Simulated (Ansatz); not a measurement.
Born–Oppenheimer molecular dynamics of FGeH$_{3}$ (5 atoms, charge 0, multiplicity 1). It starts from a relaxed structure.

All numbers below come from RKS B3LYP-D4/def2-mTZVP (Ansatz 0.2.0).

```json
{
 "ensemble": "NVT, Langevin thermostat",
 "time step": "0.25 fs",
 "steps asked": "300",
 "set temperature": "200 K",
 "friction": "0.05 /fs",
 "temperature schedule": "75 steps to 200 K, then 225 steps to 400 K",
 "seed": "845732"
}
```

First frame:

```xyz
5
Properties=species:S:1:pos:R:3
Ge 0.000 0.000 -0.067
F 0.000 0.000 1.691
H 1.474 0.000 -0.497
H -0.737 1.277 -0.497
H -0.737 -1.277 -0.497
```

Question: How far do the bonds stretch over the last three quarters of this one trajectory? (Pairs bonded in most of those frames.)

Answer: 
```csv
bond,mean (Å),spread (Å),shortest,longest
Ge1–F2,1.762,0.044,1.70,1.83
Ge1–H3,1.538,0.020,1.49,1.58
Ge1–H4,1.538,0.024,1.48,1.59
Ge1–H5,1.543,0.038,1.48,1.62
```

Mean temperature of the second half: 417 K. The schedule's set-point averaged 333 K over the second half and the system 417 K, so it lags behind the ramp. A run of 0.075 ps of so small a system gives no equilibrium averages.

Time of the run: 7.5 min on 1 thread of Arm Neoverse V2, with other jobs on the host, peak memory 0.11 GiB.
